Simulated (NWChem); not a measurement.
Relativistic effects in bromine monochloride (BrCl)

SMILES: ClBr
```xyz
2

Cl     0.0000     0.0000     1.4776
Br     0.0000     0.0000    -0.7177
```
Charge 0, spin multiplicity 1.

All runs are NWChem calculations. The geometry was optimised at B3LYP/def2-SVP, a minimum by its harmonic frequencies.

Functional B3LYP, all-electron basis x2c-SVPall-2c, contracted for the X2C Hamiltonian and used here with ZORA. The ion keeps the geometry and has multiplicity 2 in the scalar run; the spin-orbit run starts from the same electron counts.

The cost column gives rough processor time relative to scalar ZORA; each entry includes its own SCF.

B3LYP has NWChem's definition, with VWN1-RPA local correlation. No SCF solution was tested for a lower state.

| Hamiltonian | ΔSCF ionisation energy (eV) | HOMO (eV) | LUMO (eV) | gap (eV) | relative cost |
|---|---|---|---|---|---|
| scalar ZORA | 11.02 | -7.97 | -3.85 | 4.12 | 1 |
| spin-orbit ZORA | … | … | … | … | under 3 |

### Question
Some entries are withheld; supply them.

### Answer

- spin-orbit ZORA, ΔSCF ionisation energy (eV): 10.87
- spin-orbit ZORA, HOMO (eV): -7.84
- spin-orbit ZORA, LUMO (eV): -3.83
- spin-orbit ZORA, gap (eV): 4.00
